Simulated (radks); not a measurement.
The tantalum ion Ta35+, configuration [Kr] 4d2 (the NIST ground configuration).

Method: scalar-relativistic Kohn-Sham, PBEsol, spin-polarised, spherical densities, finite nucleus; open shells are filled with parallel spins first (spin-orbit coupling, left out, can overturn this in heavy ions); Fermi nuclear charge, rms radius 5.3507 fm; computed with a radial shooting solver on a logarithmic mesh with Libxc functionals.

Energy parts (hartree):
total: -14899.9241
kinetic: 16435.0011
electron-nucleus: -34626.4053
Hartree: 3544.4091
exchange-correlation: -252.9290

Orbitals (lengths in bohr, moments of r in powers of bohr; <r^-3> diverges for s and p1/2; r(max) is where P^2 peaks):
orbital  occ.  eigenvalue (hartree)   r(max)      <r>  <r^-3>       <r^4>
1s up       1             -2527.521  0.01168  0.01867       -   6.214e-07
1s down     1             -2527.519  0.01168  0.01867       -   6.214e-07
2s up       1             -478.7879  0.06688  0.07895       -  0.00009372
2s down     1             -478.7081  0.06687  0.07895       -  0.00009371
2p up       3             -426.3721  0.05477  0.07055   18740  0.00007309
2p down     3             -426.3068  0.05477  0.07054   18740  0.00007307
3s up       1             -149.5853   0.1879   0.2030       -    0.003313
3s down     1             -149.5393   0.1879   0.2030       -    0.003307
3p up       3             -133.9604   0.1855   0.2025    4257    0.003499
3p down     3             -133.9101   0.1855   0.2024    4259    0.003491
3d up       5             -116.0582   0.1507   0.1828   551.9    0.002637
3d down     5             -115.9885   0.1508   0.1828   551.9    0.002632
4s up       1             -66.23712   0.4069   0.4165       -     0.05276
4s down     1             -66.02025   0.4067   0.4166       -     0.05285
4p up       3             -60.49537   0.4191   0.4293    1308     0.06106
4p down     3             -60.28122   0.4190   0.4294    1307     0.06121
4d up       2             -53.54686   0.4141   0.4295   163.6     0.06477
4d down     0             -53.33360   0.4141   0.4297   163.6     0.06500

The highest occupied level is 4d up at -1457.1 eV. The density falls to 0.001 e/bohr^3 at r = 1.11 bohr. Spin moment in Bohr magnetons: 2. For comparison, the ionisation energy in NIST's Atomic Spectra Database is 1490 eV (theoretical). In exact Kohn-Sham theory the highest level is minus the ionisation energy, but local and semilocal functionals leave it too shallow, through self-interaction and a potential that decays too fast; potentials with the right tail come closer. The electron density at the nucleus is 1.394e+06 e/bohr^3 (large components only).
